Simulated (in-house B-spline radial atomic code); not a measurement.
A run on an ion of nuclear charge 65 with 65.2 electrons that did not converge. Method: scalar-relativistic (X2C) PBEsol, spin-polarised, spherical fractional occupations, Fermi nucleus of rms radius 5.06 fm; computed with an all-electron radial atomic-structure program (B-spline basis).

Command:
```bash
python run_scf.py task.json out
```
Settings (nuclear radius in fm, mass in u):
```
Z                65
configuration    [Xe] 4f9.2 6s2
hamiltonian      x2c
method           pbesol
spin_polarised   True
nucleus          fermi
rms_radius       5.06
atomic_mass      158.92535
speed_of_light   137.035999084
```

First and last ten iterations of the last attempt (damped for 15 steps, keeping 80 % of the old Fock matrix, then DIIS):
```
 iter        energy (Eh)    residual
    1      -11659.519176    7.03e-01
    2      -11661.601857    1.30e+00
    3      -11682.922007    8.12e-01
    4      -11694.312159    4.93e-01
    5      -11699.918278    3.06e-01
    6      -11702.437576    1.98e-01
    7      -11703.477513    1.22e-01
    8      -11703.889450    7.74e-02
    9      -11704.061402    5.55e-02
   10      -11704.143209    4.00e-02
  111      -11704.239661    6.99e-03
  112      -11704.239010    7.65e-03
  113      -11702.156506    1.30e-01
  114      -11702.153454    1.31e-01
  115      -11702.151937    1.31e-01
  116      -11702.147705    1.31e-01
  117      -11702.146611    1.31e-01
  118      -11702.148887    1.31e-01
  119      -11702.138743    1.31e-01
  120      -11702.139752    1.31e-01
 not converged after 120 iterations
```

The smallest residual met was 5.1e-03; the threshold is about 6e-07. No energy from this run should be used. The likely cause: this method binds the added charge weakly or not at all at the basis-set limit, so charge moves back and forth between the atom and the box. Time taken, with all properties: 3.1 s on 1 thread of x86-64 server CPU (shared host).
